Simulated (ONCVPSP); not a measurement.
Transferability test, ONCV potential for C

```json
{
  "Element": "carbon (C)",
  "Generator": "ONCVPSP 4.0.1",
  "Type": "optimised norm-conserving Vanderbilt (ONCV)",
  "Functional": "LDA (Perdew-Wang 92)",
  "Relativity": "scalar-relativistic",
  "Frozen core": "[He]",
  "Valence charge": "4",
  "Reference configuration": "2s2 2p2",
  "Partial waves": "2s: rc 1.30 bohr, ncon 4, nbas 8, qcut 6 1/bohr, local; 2p: rc 2.20 bohr, ncon 4, nbas 7, qcut 7.7 1/bohr, 2 projectors, debl 0.6 Ha; d scattering state at 0.26 Ha: rc 2.30 bohr, ncon 5, nbas 8, qcut 3.8 1/bohr, 2 projectors, debl 2.7 Ha",
  "Local potential": "the s channel",
  "Core correction": "polynomial model core, fcfact 0.5"
}
```

Energies are relative to the spin-unpolarised reference configuration 2s2 2p2; without spin polarisation the order of configurations can differ from experiment.

Question: Give the all-electron excitation energy and the error of the potential for: 2s2 2p1; 2s2 2p0; 2s1 2p0; 2s2 2p1.5.

Answer:

| valence configuration | charge | ΔE all-electron (eV) | error AE − PS (meV) |
| --- | --- | --- | --- |
| 2s2 2p1 | +1 | 10.985 | +35 |
| 2s2 2p0 | +2 | 35.243 | +294 |
| 2s1 2p0 | +3 | 83.209 | +569 |
| 2s2 2p1.5 | +0.5 | 4.027 | +5.3 |

Levels in the configuration 2s1 2p0:

```json
{"level": "2s", "all-electron (eV)": "-55.866", "pseudo (eV)": "-55.551"}
```
